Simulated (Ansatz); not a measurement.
C3H6BN (`BN=C1CC1`). Charge 0, multiplicity 1.

Cartesian coordinates in Å:
```
B 1.0431 1.8011 1.2826
N 0.4649 0.8026 0.5720
C -0.0589 -0.1022 -0.0724
C -0.8650 -1.3190 -0.0711
C -0.3110 -0.7115 -1.3745
H 0.4186 2.8033 1.4833
H 2.1606 1.6504 1.6864
H -1.9304 -1.2318 0.1149
H -0.4133 -2.2367 0.2911
H 0.5042 -1.2306 -1.8679
H -1.0127 -0.2255 -2.0444
```

(1) What are the harmonic wavenumbers in cm⁻¹ at PBE0-D4/def2-TZVP (Ansatz, finite differences of forces, unscaled)? (Best estimate.)

(2) Is this a minimum?

(3) Give the ideal-gas thermochemistry at 298.15 K and 1 bar (rigid rotor, harmonic oscillator; point group C2v, symmetry number 2).

(4) Rotational constants (cm⁻¹)?

## Answers

(1) The calculation gave: 140, 179, 371, 463, 502, 665, 733, 804, 910, 943, 987, 995, 1035, 1072, 1088, 1168, 1169, 1369, 1425, 1471, 2067, 2567, 2645, 3133, 3134, 3213, 3226.

(2) Yes, all 27 modes are real.

(3) Zero-point energy 224.2 kJ/mol; H(298) − E = 241.2 kJ/mol; entropy 299.1 J/(mol·K), of which translation 161.3, rotation 99.0, vibration 38.8; G(298) − E = 152.0 kJ/mol.

(4) 0.6381, 0.1042, 0.09523.
